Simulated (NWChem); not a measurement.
System: ZnH₂SO; SMILES [OH][Zn][SH]

NWChem input:

```
start job
memory heap 200 mb stack 900 mb global 1100 mb
geometry units angstroms noautoz
  Zn     0.058414     0.383059    -0.008495
  O     -0.060435     2.132892     0.247299
  H      0.227993     2.675449    -0.493185
  S      0.130229    -1.775203    -0.200162
  H      1.349428    -1.855637     0.380375
end
basis spherical
  * library def2-svp
end
dft
  xc xpbe96 cpbe96
  iterations 150
  mulliken
end
task dft energy
```

All runs use the structure optimised with PBE0/def2-SVP.

**Question.** Give the results of this calculation. (PBE/def2-SVP.) Quantities: basis functions; energy (Ha); highest occupied level (eV); orbital gap (eV); dipole (D).

**Answer.** 
- number of basis functions: 73
- energy (Ha): -2253.09
- highest occupied level (eV): -5.82
- orbital gap (eV): 4.27
- dipole (D): 1.63
